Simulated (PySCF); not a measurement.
An equivalent PySCF input for As²⁺ (arsenic, charge +2), [Ar] 3d10 4s2 4p1, 2P determinant, with scalar relativity through the core potential:

```python
from pyscf import gto, scf, dft, mp, cc
import basis_set_exchange as bse
txt = bse.get_basis("aug-cc-pVQZ-PP", elements=["As"], fmt="nwchem", header=False, augment_diffuse=1)
cut = txt.index("\nECP")
mol = gto.M(atom="As 0 0 0", charge=2, spin=1, symmetry="D2h",
            basis=gto.basis.parse(txt[:cut]),
            ecp={"As": gto.basis.parse_ecp(txt[cut:])})
mf = scf.UHF(mol)
mf.irrep_nelec = {'Ag': (4, 4), 'B1g': (1, 1), 'B2g': (1, 1), 'B3g': (1, 1), 'B1u': (1, 1), 'B2u': (2, 1), 'B3u': (1, 1)}
mf.kernel()
```

It reaches the same state as the run whose output follows, and the same energy. The run itself started from symmetry-adapted Hartree-Fock orbitals and held the occupation by maximum overlap, so the iterations belong to that start.

```
SCF conv_tol = 1e-09
number electrons alpha = 11  beta = 10
cycle= 1 E= -330.204152111831  delta_E= -0.0037  |g|= 0.0224  |ddm|= 0.0875
cycle= 2 E= -330.204586554345  delta_E= -0.000434  |g|= 0.008  |ddm|= 0.0297
cycle= 3 E= -330.204651589991  delta_E= -6.5e-05  |g|= 0.000425  |ddm|= 0.0172
cycle= 4 E= -330.204651750334  delta_E= -1.6e-07  |g|= 0.00013  |ddm|= 0.0019
cycle= 5 E= -330.204651755215  delta_E= -4.88e-09  |g|= 2.31e-05  |ddm|= 0.000325
cycle= 6 E= -330.204651755583  delta_E= -3.67e-10  |g|= 3.5e-06  |ddm|= 0.000159
converged SCF energy = -330.204651755583  <S^2> = 0.75876351  2S+1 = 2.0087444
```

Energies and moments cover only the electrons outside the core potential.
